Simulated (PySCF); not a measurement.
# Frontier orbitals and the lowest excitations

Species: C₆H₈FN₂ (charge +1).
Structure used (GFN2-xTB), in Å, numbered top down from 1:
```xyz
17
C6H8FN2 angstrom
C     -1.001    1.730    0.037
C      0.092    0.747   -0.088
C      1.412    1.120   -0.372
N      2.398    0.258   -0.475
C      2.143   -1.024   -0.313
C      0.852   -1.452   -0.039
F      0.561   -2.721    0.123
N     -0.163   -0.573    0.076
C     -1.502   -1.031    0.376
H     -1.792    1.535   -0.689
H     -1.458    1.687    1.027
H     -0.626    2.736   -0.125
H      1.669    2.160   -0.516
H      2.961   -1.727   -0.397
H     -2.189   -0.719   -0.412
H     -1.527   -2.115    0.457
H     -1.840   -0.599    1.319
```

Method used: PySCF 2.14.0, density-fitted response routines, TDDFT PBE0/def2-SVPD, vertical, gas phase, core orbitals frozen in the response.

Frontier orbitals with the atoms that hold most of them (Löwdin shares over 4%, at most four atoms; ? is withheld):

```csv
orbital,ε (eV),atoms
HOMO-3,-16.10,"C1 33%, H12 14%, C9 13%, H10 6%"
HOMO-2,-14.96,"N8 26%, N4 21%, C9 13%, C5 7%"
HOMO-1,-12.95,"C3 19%, C5 18%, C2 17%, C6 16%"
HOMO,?,?
LUMO,-7.37,?
LUMO+1,-5.96,"C3 20%, C6 18%, C5 17%, C2 16%"
LUMO+2,-3.76,"C9 18%, C6 16%, C2 11%, C1 9%"
```

Task: Give the leading atoms of the HOMO.

Result: N4 (bonded to 2 C) 61%; C3 (bonded to C, N and H) 10%; C5 (bonded to C, N and H) 10%; C2 (bonded to 2 C and N) 5%. By element: nitrogen 61% or more, carbon 26% or more.

Task: Give the leading atoms of the LUMO.

Result: N4 (bonded to 2 C) 24%; N8 (bonded to 3 C) 20%; C2 (bonded to 2 C and N) 15%; C6 (bonded to C, F and N) 12%. By element: nitrogen 43%, carbon 27% or more.

Task: What is the HOMO energy, and the HOMO–LUMO gap?

Result: ε(HOMO) = -12.89 eV; the gap is 5.52 eV (0.2028 hartree).

Task: The HOMO–LUMO gap is 5.52 eV. Where does the response calculation put the lowest singlet, and from which orbitals?

Result: S1 is at 3.81 eV (f = 0.0020), 1.71 eV below the gap, made of HOMO→LUMO (99%). 

Task: Give energy, strength and leading configuration of S1, S2, S3 and S4, and follow the Löwdin shares of the leading atoms from the occupied to the empty orbital.

Result: 
- S1 (3.81 eV, f 0.0020), HOMO→LUMO (99%): N4 61% → 24%, C3 10% → at most 12%, N8 at most 5% → 20%
- S2 (4.90 eV, f 0.173), HOMO-1→LUMO (94%): C3 19% → at most 12%, C5 18% → at most 12%, N4 at most 17% → 24%, N8 at most 17% → 20%
- S3 (5.17 eV, f 0.0000), HOMO→LUMO+1 (99%): N4 61% → at most 16%, C3 10% → 20%, C6 at most 5% → 18%
- S4 (6.40 eV, f 0.048), HOMO-1→LUMO+1 (73%): C3 19% → 20%, C5 18% → 17%, C6 16% → 18%

Löwdin shares depend on the basis, the more so with diffuse functions.

On an Arm Neoverse N1 with one thread, no GPU, shared host, this took 85 s of wall time (grids of density and orbitals included) and 0.98 GiB of memory at its peak.
